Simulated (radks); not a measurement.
All-electron atom: Se+ in [Ar] 3d10 4s2 4p3.

All-electron calculation, Dirac Kohn-Sham, Slater X-alpha with alpha = 0.653, spin-unpolarised, spherical densities, finite nucleus; open shells are shared between the two j in proportion to 2j + 1; Fermi nuclear charge, rms radius 4.14 fm. Program: a radial shooting solver on a logarithmic mesh with Libxc functionals.

Energy parts (hartree):
part                   energy
total             -2421.83220
kinetic            2481.19228
electron-nucleus  -5845.30463
Hartree            1021.86598
exchange            -79.58583

Orbitals (lengths in bohr, moments of r in powers of bohr; <r^-3> diverges for s and p1/2):
| orbital | occ. | eigenvalue (hartree) | <r> | <r^-3> | <r^2> |
|---|---|---|---|---|---|
| 1s1/2 | 2 | -458.6867 | 0.04415 | - | 0.002624 |
| 2s1/2 | 2 | -59.19819 | 0.1961 | - | 0.04539 |
| 2p1/2 | 2 | -53.17987 | 0.1687 | - | 0.03495 |
| 2p3/2 | 4 | -51.65033 | 0.1725 | 1174 | 0.03642 |
| 3s1/2 | 2 | -8.11001 | 0.5756 | - | 0.3818 |
| 3p1/2 | 2 | -6.05451 | 0.5838 | - | 0.4004 |
| 3p3/2 | 4 | -5.83875 | 0.5945 | 167.0 | 0.4151 |
| 3d3/2 | 4 | -2.28383 | 0.6297 | 20.36 | 0.4965 |
| 3d5/2 | 6 | -2.25103 | 0.6341 | 19.71 | 0.5035 |
| 4s1/2 | 2 | -0.93804 | 1.750 | - | 3.506 |
| 4p1/2 | 1 | -0.53164 | 2.118 | - | 5.216 |
| 4p3/2 | 2 | -0.51536 | 2.158 | 12.65 | 5.414 |

The highest occupied level is 4p3/2 at -14.024 eV. For comparison, the ionisation energy in NIST's Atomic Spectra Database is 21.20 eV (measured). In exact Kohn-Sham theory the highest level is minus the ionisation energy, but local and semilocal functionals leave it too shallow, through self-interaction and a potential that decays too fast; potentials with the right tail come closer. Summed over all electrons, <r^2> = 31.60 bohr^2, which gives a Langevin (diamagnetic) susceptibility term of -25 x 10^-6 cm^3/mol. The electron density at the nucleus is 3.955e+04 e/bohr^3.

Beside tabulated values, note that spin-unpolarised runs miss the spin-polarisation part of the exchange energy of open shells.
